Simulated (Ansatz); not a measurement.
Geometry optimisation, RKS B3LYP/def2-SVP (Ansatz 0.2.0).

Input file:

```yaml
crystal:
  periodic: [false, false, false]
  atoms:
    - { symbol: B, position_ang: [0.126179, -0.445985, -0.522033] }
    - { symbol: Cl, position_ang: [-0.375315, -0.21872, 2.499038] }
    - { symbol: Cl, position_ang: [1.503437, 0.649937, -0.50437] }
    - { symbol: Cl, position_ang: [-1.427987, 0.087238, -1.17365] }
    - { symbol: O, position_ang: [0.34321, -1.741612, -0.121024] }
    - { symbol: C, position_ang: [-0.658335, -2.753857, -0.125688] }
    - { symbol: H, position_ang: [-0.149281, -3.7218, -0.017272] }
    - { symbol: H, position_ang: [-1.351239, -2.609477, 0.718695] }
    - { symbol: H, position_ang: [-1.233764, -2.743537, -1.063638] }
    - { symbol: H, position_ang: [0.520595, -1.052387, 1.971042] }
basis:
  gaussian: { orbitals: def2-SVP }
hamiltonian:
  xc: b3lyp
relax:
  f_tol: 0.03
  max_steps: 50
```

Command:

```bash
$ ansatz run input.yaml --threads 4 --pin off --max-ram 5120MiB --backend cpu --events-out ev --progress --plain --runs-dir out
```

Problem. Where does it end, and by what steps?

Solution. The forces met the threshold. The force dipped under the threshold on the way, but the program's further checks kept it going. After 37 steps the energy has fallen by 0.186 eV; Cl4 moved furthest, 2.01 Å.

| step | energy less start (eV) | largest force component (eV/Å) | accepted |
| --- | --- | --- | --- |
| 0 | 0.0000 | 1.098 | yes |
| 2 | -0.1037 | 0.503 | yes |
| 4 | -0.1376 | 0.192 | yes |
| 6 | -0.1453 | 0.161 | yes |
| 8 | -0.1497 | 0.066 | yes |
| 10 | -0.1532 | 0.172 | yes |
| 12 | -0.1607 | 0.253 | yes |
| 14 | -0.1668 | 0.070 | yes |
| 16 | -0.1698 | 0.212 | yes |
| 18 | -0.1742 | 0.092 | yes |
| 20 | -0.1780 | 0.027 | yes |
| 22 | -0.1786 | 0.063 | yes |
| 24 | -0.1799 | 0.080 | yes |
| 26 | -0.1814 | 0.129 | yes |
| 28 | -0.1825 | 0.131 | yes |
| 30 | -0.1828 | 0.073 | yes |
| 32 | -0.1844 | 0.117 | no |
| 34 | -0.1853 | 0.068 | yes |
| 36 | -0.1857 | 0.027 | yes |
| 37 | -0.1860 | 0.021 | yes |

```xyz
10
Properties=species:S:1:pos:R:3
B 0.172 -0.443 -0.911
Cl 0.179 -1.264 3.350
Cl 1.076 1.033 -0.585
Cl -0.318 -0.840 -2.565
O -0.128 -1.241 0.127
C -0.848 -2.473 0.045
H -0.266 -3.221 -0.515
H -1.002 -2.818 1.076
H -1.819 -2.325 -0.451
H 0.251 -0.958 2.089
```

The run took 2.1 min on 4 threads of Intel(R) Xeon(R) Platinum 8259CL CPU @ 2.50GHz (Skylake/Cascade Lake), on a shared host, peak memory 0.32 GiB.
